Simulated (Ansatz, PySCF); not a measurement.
Gas-phase reaction in SMILES: N=C=O [isocyanic acid] + 4 [H][H] (H2) → C (CH4) + N (NH3) + O (H2O)
Each molecule is optimised on its own at B3LYP-D3(BJ)/def2-TZVP (Ansatz, an electronic-structure program).

Property: energy of full hydrogenation (enthalpy at 298 K, with B3LYP-D3(BJ) rigid-rotor harmonic-oscillator terms from PySCF), in eV. Correlated levels leave the core frozen unless marked. No spin-orbit coupling. No relativistic terms. CBS(X,Y): correlation extrapolated as X^-3; Hartree-Fock from the larger set. [CCSD(T)-MP2]/basis is that difference in the basis named.

| level | program | energy of full hydrogenation (eV) | minus last row |
|---|---|---|---|
| HF/aug-cc-pVDZ | Ansatz | -2.91 | -0.36 |
| RI-HF/aug-cc-pVQZ | Ansatz | -2.63 | -0.08 |
| BLYP/def2-TZVPD | Ansatz | -1.81 | 0.74 |
| BP86/def2-TZVPD | PySCF | -2.06 | 0.49 |
| B3LYP-D3(BJ)/def2-TZVPD | Ansatz + dftd3 | -2.23 | 0.32 |
| B3LYP-D4/def2-TZVPD | Ansatz + dftd4 | -2.21 | 0.34 |
| PBE0/def2-SVP | Ansatz | -2.39 | 0.16 |
| PBE0/def2-TZVPD | Ansatz | -2.61 | -0.06 |
| PW6B95-D3(BJ)/def2-TZVPD | PySCF + dftd3 | -2.29 | 0.26 |
| MN15-D3(BJ)/def2-TZVPD | PySCF + dftd3 | -2.26 | 0.29 |
| CAM-B3LYP-D3(BJ)/def2-TZVPD | Ansatz + dftd3 | -2.49 | 0.06 |
| LC-wPBE-D4/def2-TZVPD | Ansatz + dftd4 | -2.69 | -0.14 |
| wB97X-V/def2-TZVPD | Ansatz | -2.50 | 0.05 |
| B2PLYP-D3(BJ)/def2-TZVPD | Ansatz + dftd3 | -2.22 | 0.33 |
| PBE-QIDH/def2-TZVPD | Ansatz | -2.64 | -0.09 |
| SCS-MP2/6-31G | Ansatz | -1.93 | 0.62 |
| SCS-MP2/6-31G* | Ansatz | -1.59 | 0.96 |
| SCS-MP2/cc-pVTZ | Ansatz | -2.27 | 0.28 |
| CCSD(T)/cc-pVDZ | PySCF | -2.09 | 0.46 |
| RI-MP2/CBS(aug-cc-pVTZ,aug-cc-pVQZ)+[CCSD(T)-MP2]/aug-cc-pVDZ | Ansatz | -2.56 | -0.01 |
| CCSD(T)/CBS(cc-pVTZ,cc-pVQZ) | Ansatz | -2.55 | 0.00 |
